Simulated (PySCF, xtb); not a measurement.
C4H10OSi, SMILES CCC(=O)[SiH2]C.

GFN2-xTB (xtb) at its own geometry gives an orbital gap of 2.75 eV and a dipole moment of 2.34 D.

The structure is a stationary point at PBE0-D3(BJ)/def2-SVP. The geometry has at least one imaginary mode, so it is a saddle point at that level. The structure was generated by enumeration, and PubChem lists no compound with its InChIKey, so it may never have been made. The values are those of a single conformer.

Task: What does HF/def2-TZVP run with PySCF give? (Estimate from the structure and the level; the computed values follow.)

Result: gap 13.46 eV (levels -10.26 and 3.20 eV), dipole 2.17 D.
